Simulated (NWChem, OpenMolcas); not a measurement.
How basis sets differ on CH5InO2 (SMILES [CH3][In]([OH])[OH])

CH5InO2 has 9 atoms, charge 0, and is taken as a singlet. As SMILES, `[CH3][In]([OH])[OH]`. Geometry: relaxed at PBE0-D4/def2-TZVP. This is one conformer, not always the lowest.

Each level gives the HOMO–LUMO gap (eV). The values are calculated.

| level | kind | program | value (eV) | CPU time |
| --- | --- | --- | --- | --- |
| HF/STO-3G | Hartree–Fock | NWChem | 14.51 | 21 s |
| HF/3-21G | Hartree–Fock | OpenMolcas | 13.18 | 12 s |
| HF/def2-SVP (core potential) | Hartree–Fock | NWChem | 13.37 | 41 s |
| HF/ANO-RCC-VDZP (DKH2, RICD fitting) | Hartree–Fock | OpenMolcas | 12.95 | 18 s |

All-electron rows without a relativistic Hamiltonian named are non-relativistic, while core potentials hold scalar relativity, so basis and relativity change together. The values span 12.95 to 14.51 eV. A Hartree–Fock LUMO above zero doesn't converge with the basis: it sinks as sets grow more diffuse. Orbital gaps aren't excitation energies. Times are those of the runs behind each value, whatever else they computed, on shared processors of several kinds: orders of magnitude only.
